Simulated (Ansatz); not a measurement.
Geometry optimisation, Ansatz, RKS BHLYP-D4/cc-pVDZ.

input.yaml

```yaml
crystal:
  periodic: [false, false, false]
  atoms:
    - { symbol: B, position_ang: [-0.204788, 0.453535, -0.485479] }
    - { symbol: "N", position_ang: [-0.167909, 0.112381, 2.243785] }
    - { symbol: H, position_ang: [-0.69852, 0.258979, 3.093758] }
    - { symbol: H, position_ang: [0.74598, -0.219593, 2.528445] }
    - { symbol: F, position_ang: [0.923778, -0.271937, -0.581976] }
    - { symbol: "N", position_ang: [-1.365475, -0.009763, -1.084018] }
    - { symbol: H, position_ang: [-1.431559, -0.925425, -1.491867] }
    - { symbol: H, position_ang: [-2.235951, 0.481612, -1.017608] }
    - { symbol: H, position_ang: [-0.150339, 1.526187, 0.034205] }
    - { symbol: H, position_ang: [-0.007418, 1.047824, 1.836155] }
basis:
  gaussian: { orbitals: cc-pVDZ }
hamiltonian:
  xc: { name: BHLYP }
  dispersion: d4
relax:
  f_tol: 0.03
  max_steps: 50
output:
  orbitals: {}
```

Command:

```bash
$ ansatz run input.yaml --threads 2 --pin off --max-ram 3072MiB --backend cpu --events-out ev --progress --plain --runs-dir out
```

Where does it end, and by what steps?

It converged. After 18 steps the energy has fallen by 0.138 eV; H10 moved furthest, 0.91 Å.

```json
{"step": "0", "energy less start (eV)": "0.0000", "largest force component (eV/Å)": "0.828", "accepted": "yes"}
{"step": "1", "energy less start (eV)": "-0.0676", "largest force component (eV/Å)": "0.434", "accepted": "yes"}
{"step": "2", "energy less start (eV)": "-0.0733", "largest force component (eV/Å)": "0.698", "accepted": "yes"}
{"step": "3", "energy less start (eV)": "-0.0871", "largest force component (eV/Å)": "0.580", "accepted": "yes"}
{"step": "4", "energy less start (eV)": "-0.0940", "largest force component (eV/Å)": "0.734", "accepted": "yes"}
{"step": "5", "energy less start (eV)": "-0.0875", "largest force component (eV/Å)": "0.995", "accepted": "no"}
{"step": "6", "energy less start (eV)": "-0.1182", "largest force component (eV/Å)": "0.283", "accepted": "yes"}
{"step": "7", "energy less start (eV)": "-0.1262", "largest force component (eV/Å)": "0.236", "accepted": "yes"}
{"step": "8", "energy less start (eV)": "-0.1283", "largest force component (eV/Å)": "0.157", "accepted": "yes"}
{"step": "9", "energy less start (eV)": "-0.1278", "largest force component (eV/Å)": "0.306", "accepted": "no"}
{"step": "10", "energy less start (eV)": "-0.1323", "largest force component (eV/Å)": "0.063", "accepted": "yes"}
{"step": "11", "energy less start (eV)": "-0.1344", "largest force component (eV/Å)": "0.124", "accepted": "yes"}
{"step": "12", "energy less start (eV)": "-0.1349", "largest force component (eV/Å)": "0.054", "accepted": "yes"}
{"step": "13", "energy less start (eV)": "-0.1364", "largest force component (eV/Å)": "0.061", "accepted": "yes"}
{"step": "14", "energy less start (eV)": "-0.1370", "largest force component (eV/Å)": "0.041", "accepted": "yes"}
{"step": "15", "energy less start (eV)": "-0.1374", "largest force component (eV/Å)": "0.077", "accepted": "yes"}
{"step": "16", "energy less start (eV)": "-0.1376", "largest force component (eV/Å)": "0.099", "accepted": "yes"}
{"step": "17", "energy less start (eV)": "-0.1379", "largest force component (eV/Å)": "0.069", "accepted": "yes"}
{"step": "18", "energy less start (eV)": "-0.1381", "largest force component (eV/Å)": "0.022", "accepted": "yes"}
```

```xyz
10
Properties=species:S:1:pos:R:3
B -0.201 0.504 -0.573
N -0.199 0.378 2.232
H -0.698 -0.155 2.935
H 0.601 -0.184 1.963
F 0.870 -0.295 -0.368
N -1.373 -0.069 -1.043
H -1.492 -1.063 -1.128
H -2.206 0.466 -1.197
H -0.075 1.686 -0.458
H 0.181 1.185 2.713
```

Whether the end is a true minimum wasn't checked by a vibrational analysis.

Run time: 50 s on 2 threads of AMD EPYC 7R43 64-Core Processor (Zen 3), on a shared host, peak memory 0.17 GiB.
